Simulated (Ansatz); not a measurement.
Molecule: C$_{3}$H$_{11}$NSi, charge 0, multiplicity 1. 
Geometry from a B3LYP-D3(BJ)/def2-TZVP (Ansatz, an electronic-structure program) optimisation:
SMILES: [Si](C)(C)(C)N
```xyz
16

C      1.7282    -0.0346    -0.6992
Si    -0.0007    -0.0125     0.0236
C     -1.1385    -0.9955    -1.1077
C     -0.6634     1.7344     0.1691
N      0.1121    -0.6493     1.6318
H      2.4102     0.5760    -0.1044
H      2.1303    -1.0507    -0.7322
H      1.7306     0.3497    -1.7219
H     -1.1792    -0.5589    -2.1093
H     -0.7970    -2.0287    -1.2095
H     -2.1583    -1.0218    -0.7153
H     -1.6498     1.7454     0.6402
H     -0.7675     2.1975    -0.8149
H      0.0015     2.3577     0.7701
H     -0.6661    -0.5633     2.2673
H      0.6116    -1.5084     1.8035
```
Charge 0, spin multiplicity 1.

Property: vertical triplet-singlet gap (E(triplet) - E(singlet); each state is the SCF solution reached for its spin), in kcal/mol. Valence correlation only, unless marked. Open shells are spin-unrestricted. No spin-orbit coupling. No relativistic terms. 

| level | program | vertical triplet-singlet gap (kcal/mol) |
|---|---|---|
| HF/aug-cc-pV(T+d)Z | Ansatz | 111.7 |
| HF/aug-cc-pV(Q+d)Z | Ansatz | 111.8 |
| PBE/def2-TZVPD | Ansatz | 123.3 |
| B3LYP/def2-TZVPD | Ansatz | 129.2 |
| PBE0/def2-TZVPD | Ansatz | 129.6 |
| BHLYP/def2-TZVPD | Ansatz | 131.9 |
| CAM-B3LYP/def2-TZVPD | Ansatz | 135.0 |
| wB97M-V/def2-TZVPD | Ansatz | 138.7 |
| wB97X-V/def2-TZVPD | Ansatz | 140.5 |
| B2PLYP/def2-TZVPD | Ansatz | 134.4 |
| MP2/aug-cc-pV(D+d)Z | Ansatz | 136.7 |
| SCS-MP2/aug-cc-pV(D+d)Z | Ansatz | 137.0 |
| CCSD/aug-cc-pV(D+d)Z | Ansatz | 130.3 |
| CCSD(T)/aug-cc-pV(D+d)Z | Ansatz | 130.4 |
